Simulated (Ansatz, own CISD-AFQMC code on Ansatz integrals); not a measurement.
CH5BSi, SMILES `B[SiH]=C` (charge 0, multiplicity 1).

Cartesian coordinates (Å):
```xyz
8

B      1.6464    -0.1060    -0.1497
Si    -0.1613    -0.2534     0.6059
C     -1.5135     0.2979    -0.3127
H      1.7562     0.3665    -1.2366
H      2.6229    -0.4643     0.4267
H     -0.4347    -0.8207     1.9443
H     -2.5430     0.2574     0.0220
H     -1.3729     0.7226    -1.2999
```
Charge 0, spin multiplicity 1.

Frozen-core energies in cc-pVDZ from Ansatz (a first-principles code) at a geometry from B3LYP-D3(BJ)/def2-TZVP; the HF reference has <S^2> = 0.00 (restricted, and unstable towards unrestricted orbitals) and the T1 diagnostic is 0.017.

```json
[
 {"level": "HF", "energy (Ha)": "-354.30384"},
 {"level": "MP2", "energy (Ha)": "-354.62469"},
 {"level": "CCSD", "energy (Ha)": "-354.67222"},
 {"level": "CCSD(T)", "energy (Ha)": "-354.68630"}
]
```

### Question
Estimate the energies of CCSDT, phaseless AFQMC, CISD trial (own CISD-AFQMC code on Ansatz integrals; ±0.39 mHa) and CCSDT(Q), and give each level's difference from CCSDT(Q).

### Answer

```json
[
 {"level": "MP2", "energy (Ha)": "-354.62469", "difference from CCSDT(Q) (mHa)": "64.28"},
 {"level": "CCSD", "energy (Ha)": "-354.67222", "difference from CCSDT(Q) (mHa)": "16.75"},
 {"level": "CCSD(T)", "energy (Ha)": "-354.68630", "difference from CCSDT(Q) (mHa)": "2.67"},
 {"level": "CCSDT", "energy (Ha)": "-354.68781", "difference from CCSDT(Q) (mHa)": "1.16"},
 {"level": "phaseless AFQMC, CISD trial (own CISD-AFQMC code on Ansatz integrals; ±0.39 mHa)", "energy (Ha)": "-354.68787", "difference from CCSDT(Q) (mHa)": "1.10"},
 {"level": "CCSDT(Q)", "energy (Ha)": "-354.68897", "difference from CCSDT(Q) (mHa)": "0.00"}
]
```
